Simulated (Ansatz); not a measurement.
[VF6]2- (VF6²⁻), relaxed as a doublet with UKS r2SCAN-D4/def2-SVPD in Ansatz, starting from the GFN2-xTB (ALPB water) geometry. Force threshold 0.02 eV/Å.

A multiply charged anion in the gas phase is held together partly by the finite basis. Removing one electron lowers the energy by 0.44 eV at PBE0-D4/def2-TZVPD, so it isn't bound. The highest occupied level of the charge -2 doublet lies above zero (up to 4.35 eV). By energy differences it is unbound by 0.48 eV (vertical, to the charge -1 singlet, at LC-ωPBE (ω = 0.30 bohr⁻¹)/def2-SVPD) and held by the finite basis. The relaxation made no stability test and no search for a lower SCF solution. No other spin state of charge -2 was run.

Start:

```xyz
7

V     0.0009   -0.0011   -0.0005
F    -0.1708    1.7243    0.8350
F     0.1698   -1.7267   -0.8394
F    -1.0871    0.6033   -1.4660
F     1.0879   -0.6024    1.4715
F    -1.3701   -0.5220    0.8006
F     1.3693    0.5246   -0.8013
```

```csv
step,energy (eV),largest force component (eV/Å),SCF passes
1,-41974.7745,4.413,57
2,-41975.1786,2.092,26
3,-41975.3785,0.305,66
4,-41975.3914,0.058,42
5,-41975.3919,0.010,38
6,-41975.3919,0.004,30
```

Force components are those of the run's own axes.

End:

```csv
atom,x (Å),y (Å),z (Å)
V1,0.000,0.000,0.000
F2,-0.167,1.690,0.819
F3,0.167,-1.690,-0.819
F4,-1.031,0.591,-1.429
F5,1.030,-0.591,1.429
F6,-1.509,-0.589,0.908
F7,1.509,0.589,-0.908
```

By distances, no bond broke or formed. The bond that changes most is V1–F7, from 1.67 to 1.86 Å (atoms count from 1).

The force fell under the threshold at step 5, but the optimiser went on. No frequencies were taken in this run, so the end may be a saddle point.

Run time 2.1 min (4 threads of Arm Neoverse N1 on a shared host).
